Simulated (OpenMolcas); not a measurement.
3d ions of charge +5 along the row

- Program: OpenMolcas 26.06
- Method: SS-CASPT2, IPEA 0.25 Eh, imaginary shift 0.1 Eh
- Basis: ANO-R3
- Scalar Hamiltonian: X2C, finite nucleus
- Spin-orbit coupling: RASSI with atomic mean-field integrals over the reference wave functions, term energies averaged over their components

Active space: the 3d shell; CASPT2 also correlates the outermost closed s and p core shells.

B and C come from two terms' centres of gravity (d2, d8: 3P = 15B, 1G = 12B + 2C; d3, d7: 4P = 15B, 2G = 4B + 3C; d4, d6: 3G = 9B + 4C, 3H = 4B + 4C; d5: 4D = 17B + 5C, 4G = 10B + 5C, above the ground term), where all their levels are at least 80 % pure. ζ = ±2S·A comes from the whole width of the ground multiplet by E(J) = (A/2) J(J+1), where its levels are at least 85 % pure. Energies in cm-1.

```json
{"Ion": "Mn5+", "Configuration": "3d²", "Lowest level": "³F₂", "Weight (%)": "100", "B": "1206", "B measured": "1159", "C": "5152", "C measured": "5322", "ζ": "476", "ζ measured": "477"}
{"Ion": "Fe5+", "Configuration": "3d³", "Lowest level": "⁴F_3/2", "Weight (%)": "100", "B": "1243", "B measured": "1205", "C": "4935", "C measured": "5007", "ζ": "598", "ζ measured": "572"}
{"Ion": "Co5+", "Configuration": "3d⁴", "Lowest level": "⁵D₀", "Weight (%)": "100", "B": "1172", "B measured": "1131", "C": "5793", "C measured": "5809", "ζ": "752", "ζ measured": "713"}
{"Ion": "Ni5+", "Configuration": "3d⁵", "Lowest level": "⁶S_5/2", "Weight (%)": "100", "B": "1242", "B measured": "", "C": "6101", "C measured": "", "ζ": "", "ζ measured": ""}
{"Ion": "Cu5+", "Configuration": "3d⁶", "Lowest level": "⁵D₄", "Weight (%)": "100", "B": "1460", "B measured": "1457", "C": "6044", "C measured": "5971", "ζ": "1054", "ζ measured": "1093"}
```

Measured columns use the levels in Corliss and Sugar, J. Phys. Chem. Ref. Data 6, 1253 (1977) (Mn5+); Corliss and Sugar, J. Phys. Chem. Ref. Data 11, 135 (1982) (Fe5+); Sugar and Corliss, J. Phys. Chem. Ref. Data 10, 1097 (1981) (Co5+); Sugar and Musgrove, J. Phys. Chem. Ref. Data 19, 527 (1990) (Cu5+).

The computed B goes from 1206 (Mn5+) to 1460 cm-1 (Cu5+), a factor of 1.21, though not at every step. It departs from the measured column by 0 to +4 %. The Trees term is left out, which lowers the B read from the levels of every ion, most for d4 to d6. The pair of terms that fixes B changes along the row, so steps between ions also reflect that choice.

The computed ζ goes from 476 (Mn5+) to 1054 cm-1 (Cu5+), a factor of 2.21, rising at every step. It departs from the measured column by -4 to +6 %.

CASPT2 breaks the degeneracy within a term, and the mean is taken; among the low terms the widest spread is 750 cm-1 (3d³ ²H, Fe5+). The CASPT2 spread within a term exceeds the gap to the next term for 3d³ ²P and 3d³ ²D(1), 3d³ ²D(1) and 3d³ ²H, so the order of their levels is uncertain, and so are names and mixing where such terms share a J (figures for Fe5+; the like holds for Co5+). Computed and measured levels are paired by configuration, term and J; levels that our copy of the source lacks, or whose pairing is in doubt (as where it misses far off the trend of its configuration), stay unpaired and out of the deviations. Levels of configurations outside the active space are missing.

A number in round brackets counts repeated terms of one configuration in the order of the reference energies.
